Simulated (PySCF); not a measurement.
# Radial density of V²⁺ (vanadium, charge +2)

TPSS, [Ar] 3d3, high-spin 4F determinant. Calculation: PySCF 2.14, in def2-TZVPPD; the non-relativistic Hamiltonian (point nucleus).

```csv
r (bohr),4πr²ρ (e/bohr),4πr²(ρα − ρβ)
0.000940,0.08668,0.0000
0.00158,0.2388,0.0000
0.00266,0.6415,0.0000
0.00447,1.672,0.0000
0.00752,4.109,-0.0001
0.0127,9.197,-0.0002
0.0213,17.54,-0.0003
0.0358,25.83,-0.0003
0.0602,25.92,0.0003
0.101,20.60,0.0050
0.170,27.07,0.0505
0.287,25.14,0.3207
0.482,9.523,1.2190
0.811,11.83,2.2101
1.36,5.656,1.6218
2.29,0.6561,0.4325
3.86,0.03289,0.0323
6.49,1.694e-05,0.0000
```
